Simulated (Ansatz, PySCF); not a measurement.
Gas-phase reaction R1 + R2 → P1 + P2, each structure at its B3LYP-D3(BJ)/def2-TZVP stationary point, reached from a drawn start (curvature not checked).
R1: SiCl4 (SMILES Cl[Si](Cl)(Cl)Cl), charge 0, multiplicity 1.
P1: Cl3FSi (SMILES F[Si](Cl)(Cl)Cl), charge 0, multiplicity 1.
P2, HCl (SMILES Cl) (charge 0, multiplicity 1):
```xyz
2

Cl     0.0000     0.0000     0.6410
H      0.0000     0.0000    -0.6410
```
R2: HF (SMILES F), charge 0, multiplicity 1.

P less R. No zero-point or thermal terms.

Cores are frozen in the correlated methods.

Codes used: Ansatz (Gaussian basis) for Hartree–Fock, density functionals and correlated methods; PySCF for the D3/D4 terms. No computed number here is a measurement.

The comparison value is -53.7 kJ/mol (CCSD(T)/cc-pV(Q+d)Z). It is a level with limits of its own, not the exact answer.

**Question.** Order these levels by how close they come to the comparison value for the reaction energy, closest first: B3LYP-D4/def2-TZVPP, B3LYP/def2-TZVPP, PBE0-D3(BJ)/def2-TZVPP, revPBE/def2-TZVPP, BLYP-D4/def2-TZVPP. Give each level's value less the comparison value.

**Answer.** B3LYP-D4/def2-TZVPP (2.7 kJ/mol), BLYP-D4/def2-TZVPP (4.1 kJ/mol), B3LYP/def2-TZVPP (-5.3 kJ/mol), revPBE/def2-TZVPP (7.7 kJ/mol), PBE0-D3(BJ)/def2-TZVPP (11.9 kJ/mol)

Ansatz is a first-principles code.
